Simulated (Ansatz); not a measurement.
Program: Ansatz 0.2.0.

A structure relaxed at PBE0-D4/def2-TZVP, charge 0, multiplicity 1:

Cartesian coordinates in Å:
```
C -2.241 -0.303 0.245
B -0.908 0.435 -0.078
O 0.275 -0.235 -0.064
Si 1.818 0.211 -0.370
O 2.800 -0.310 0.807
F 2.197 -0.469 -1.755
H -2.744 0.186 1.087
H -2.114 -1.362 0.473
H -2.934 -0.203 -0.599
H -0.892 1.612 -0.346
H 1.982 1.664 -0.487
H 2.762 -1.226 1.087
```

Give its formula and SMILES.

CH6BFO2Si, `CBO[SiH](O)F`.

Summarise the bond lengths by kind.

1 × B–C 1.557 Å; 3 × C–H 1.091 to 1.096 Å; 1 × B–O 1.360 Å; 1 × B–H 1.207 Å; 2 × O–Si 1.619 to 1.635 Å; 1 × F–Si 1.588 Å; 1 × H–Si 1.468 Å; 1 × H–O 0.958 Å.
